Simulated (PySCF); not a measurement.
C5H7BO, SMILES B1(OC[C@@H]1C)C#C.

Geometry: PBE0-D3(BJ)/def2-SVP. The structure was generated by enumeration; whether it is a known compound was not checked.

Two levels are set side by side: PBE/def2-TZVP (PySCF) and M06-2X/def2-TZVP (PySCF). Same geometry, gas phase. Differences are taken from unrounded values.

```json
[
 {"quantity": "orbital gap (eV)", "M06-2X": "8.85", "PBE": "4.49", "PBE minus M06-2X": "-4.36"},
 {"quantity": "highest occupied level (eV)", "M06-2X": "-9.07", "PBE": "-6.55", "PBE minus M06-2X": "2.52"},
 {"quantity": "lowest empty level (eV)", "M06-2X": "-0.22", "PBE": "-2.06", "PBE minus M06-2X": "-1.84"},
 {"quantity": "dipole moment (D)", "M06-2X": "1.57", "PBE": "1.42", "PBE minus M06-2X": "-0.15"},
 {"quantity": "mean polarisability (bohr³)", "M06-2X": "70.8", "PBE": "75.2", "PBE minus M06-2X": "4.3"}
]
```

Without exact exchange PBE keeps part of each electron's self-repulsion, which lifts occupied levels and narrows the gap. Loosely held outer electrons make PBE densities more polarisable. Differences between two approximate levels are no errors against the true value.

Rough cost on one machine, each run with all the roots and properties that it gave: M06-2X against PBE about 4 times.
